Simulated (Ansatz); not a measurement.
This geometry of AlClF2 + H2 (6 atoms, charge 0, multiplicity 1) is a first-order saddle point.

Computed with Ansatz 0.2.0, RKS B3LYP/cc-pVDZ.

```xyz
6
Properties=species:S:1:pos:R:3
Al 0.016 -0.387 -0.072
Cl 0.017 0.069 2.310
F 1.468 0.138 -0.739
F -1.464 0.068 -0.727
H 0.059 -1.902 0.607
H 0.048 -1.252 1.657
```

Q: Which two structures does it join? (They come from a converged band through this point; their orientation in space is the band's.)

A: Bonds broken: Al1–Cl2, H5–H6. Bonds formed: Al1–H5, Cl2–H6. AlClF2 + H2 becomes AlClF2H2.

Image 0:

```xyz
6
Properties=species:S:1:pos:R:3
Al 0.005 0.104 0.278
Cl -0.011 0.820 2.258
F 1.450 -0.004 -0.571
F -1.435 -0.086 -0.565
H 0.071 -2.147 0.446
H 0.065 -1.953 1.189
```

Image 8:

```xyz
6
Properties=species:S:1:pos:R:3
Al 0.022 -0.525 -0.356
Cl 0.012 0.003 2.295
F 1.438 0.334 -0.690
F -1.443 0.252 -0.684
H 0.067 -2.085 -0.192
H 0.049 -1.245 2.662
```

Q: How far does it lie above each of them?

A: 1.38 eV above the first and 0.37 eV above the second. This is the barrier of this one path; another mechanism may lie lower. The orbitals stay closed-shell, which can raise the energy where a bond breaks towards radicals; this wasn't checked here.

Run time: 100 s on 1 thread of Intel(R) Xeon(R) 6975P-C (Granite Rapids), with other jobs on the host, peak memory 0.18 GiB.
